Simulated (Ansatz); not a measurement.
Isolated molecules relaxed with PBE0-D4/def2-TZVP in Ansatz; ΔE leaves out vibrations. CBS: MP2 limit from def2 TZ/QZ plus the TZ coupled-cluster correction, frozen cores. This one scheme is used for every species, atoms too. For atomizations the MP2-based limit and the directly extrapolated one differ by several kJ/mol either way, and by 10 to 25 for some Ge, Se and Sn compounds, so smaller differences from it don't rank the levels. DFT in def2-TZVPP. HSE06 is defined as in plane-wave codes. Open shells (•) are unrestricted, without spin–orbit coupling. Spin–orbit coupling would lower the free atoms: a little for C, O, Si. def2 core potentials past Kr. Bonds to Sb are less sure, by a few kJ/mol each and by 10 to 20 or more in all where they break to atoms, as the def2 sets lack core-valence functions. One conformer a species, not always the lowest.

Consider the atomization: `CC[O][Sb]([SiH3])[O]CC` → 4 C• + 13 H• + 2 O• + Sb• + Si•.

`CC[O][Sb]([SiH3])[O]CC`:

```xyz
21

C    -0.737    0.295   -2.596
C    -2.013    0.308   -1.784
O    -1.859   -0.318   -0.528
Sb   -1.029    0.669    0.964
Si   -1.778   -1.217    2.566
O     0.769   -0.128    0.954
C     1.825    0.486    0.247
C     3.117    0.300    1.007
H    -0.913    0.697   -3.598
H    -0.357   -0.724   -2.690
H     0.039    0.905   -2.123
H    -2.373    1.342   -1.672
H    -2.798   -0.244   -2.311
H    -1.410   -2.523    1.966
H    -3.250   -1.143    2.769
H    -1.108   -1.047    3.883
H     1.908    0.032   -0.749
H     1.634    1.560    0.094
H     3.062    0.783    1.985
H     3.955    0.730    0.453
H     3.314   -0.763    1.162
```

Problem. What is ΔE at CCSD(T)/CBS? (An estimate is asked.)

Solution. Computed: +1817.6 kcal/mol.

Problem. What do these levels give: PBE-D4, revPBE-D4, r2SCAN-D4, PBE-QIDH, r2SCANh, r2SCAN0, HSE06, CAM-B3LYP, LC-ωPBE, MP2/def2-TZVPP, CCSD/def2-TZVPP, CCSD(T)/def2-TZVPP? (An estimate is asked.)

Solution. The calculation gave: PBE-D4 1845.6, revPBE-D4 1803.0, r2SCAN-D4 1814.8, PBE-QIDH 1793.9, r2SCANh 1799.2, r2SCAN0 1782.0, HSE06 1802.2, CAM-B3LYP 1811.7, LC-ωPBE 1798.2, MP2/def2-TZVPP 1783.0, CCSD/def2-TZVPP 1739.8, CCSD(T)/def2-TZVPP 1766.9 kcal/mol.

Largest T1 diagnostic among the species: 0.014.

At CCSD(T), def2-SVP lies −110.9 kcal/mol from the extrapolated value and def2-TZVPP −50.7 kcal/mol: correlation converges slowly with the basis, and small sets miss more of it in the bonded molecule than in its fragments. In def2-TZVPP, CCSD(T) changes the Hartree–Fock value by +465.3 kcal/mol (the triples alone add +27.1 kcal/mol) and MP2 by +481.4 kcal/mol; breaking electron pairs costs correlation energy, which Hartree–Fock lacks.
